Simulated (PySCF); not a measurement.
Fill in the blanks.

Species: C7H7FO.
Atom-mapped SMILES: `[CH3:1][O:2][C@@:3]12[CH:4]=[CH:5][C@@H:6]1[CH:7]=[C:8]2[F:9]` (hydrogens: H10, H11, H12 on C1; H13 on C4; H14 on C5; H15 on C6; H16 on C7)

Conformer (atom-mapped SMILES and torsion angles): `[CH3:1][O:2][C@@:3]12[CH:4]=[CH:5][C@@H:6]1[CH:7]=[C:8]2[F:9]`: C1–O2–C3–C4 76°.

| property | level | value |
| --- | --- | --- |
| point group of the GFN2-xTB geometry | GFN2-xTB | C1 |
| rotational constants A, B, C of the GFN2-xTB geometry | GFN2-xTB | 2.208, 1.861, 1.266 GHz |
| dipole moment | PBE0/def2-SVPD | ? |
| HOMO energy | PBE0/def2-SVPD | -7.05 eV |
| LUMO energy | PBE0/def2-SVPD | -0.76 eV |
| lowest singlet excitation | TDDFT PBE0/def2-SVPD | ? |
| strongest line among the 8 lowest singlet transitions | TDDFT PBE0/def2-SVPD | S3 at 5.64 eV (220 nm, f = 0.022) |
| lowest triplet excitation (Tamm–Dancoff) | TDA PBE0/def2-SVPD | ? |
| static isotropic polarisability | PBE0/def2-SVPD | ? |
| electronic spatial extent ⟨r²⟩ about the centre of nuclear charge | PBE0/def2-SVPD | ? |
| 13C chemical shifts (computed TMS as zero) by class | GIAO PBE0/pcSseg-1 | 179.4 (C8), 159.2 (C5), 150.0 (C4), 122.3 (C7), 97.2 (C3), 57.8 (C1), 48.1 (C6) ppm |
| 1H chemical shifts (computed TMS as zero) by class | GIAO PBE0/pcSseg-1 | ? |
| isotropic shieldings of nuclei other than C and H, by class | GIAO PBE0/pcSseg-1 | 295 (O2), 260 (F9) ppm |

Gas-phase values; electronic properties from PySCF, density fitting. The structure is a single GFN2-xTB conformer in the gas phase; no vibrational or solvent corrections. NMR classes are plain means over equivalent atoms (diastereotopic ones count apart unless rotation or inversion swaps them), as if these changed places fast; in this geometry the members of some classes differ.

(1) Give the lowest singlet excitation.

(2) What are the 1H chemical shifts (computed TMS as zero) by class?

(3) The lowest triplet excitation (Tamm–Dancoff)?

(4) What is the dipole moment?

(5) Give the static isotropic polarisability.

(6) Give the electronic spatial extent ⟨r²⟩ about the centre of nuclear charge.

Results:

(1) 5.17 eV (240 nm, f = 0.001).

(2) 7.29 (H13), 7.20 (H14), 5.68 (H16), 3.74 (H10/H11/H12), 3.71 (H15) ppm.

(3) 3.66 eV.

(4) 1.18 D.

(5) 77.7 au.

(6) 1010 bohr².

The principal polarisabilities are 64.4, 76.0 and 92.8 au; their mean is the isotropic value. The vertical singlet–triplet gap S1 − T1 is 1.51 eV (TDDFT singlet less Tamm–Dancoff triplet; S1: HOMO→LUMO, weight 0.97; T1: HOMO→LUMO, weight 0.81). The dipole equals about 3.9 × 10⁻³⁰ C·m (1 D = 3.33564 × 10⁻³⁰ C·m). The largest Löwdin shares of the LUMO are 0.23 on C5, 0.20 on C4, 0.14 on C7 and 0.13 on C8. The rotational constants make it an asymmetric top with κ = (2B − A − C)/(A − C) = 0.26, nearer the oblate limit (+1).

For the NMR shielding job (PBE0/pcSseg-1), on one thread of an Arm Neoverse V1, no GPU (shared host), this took 26 s wall.
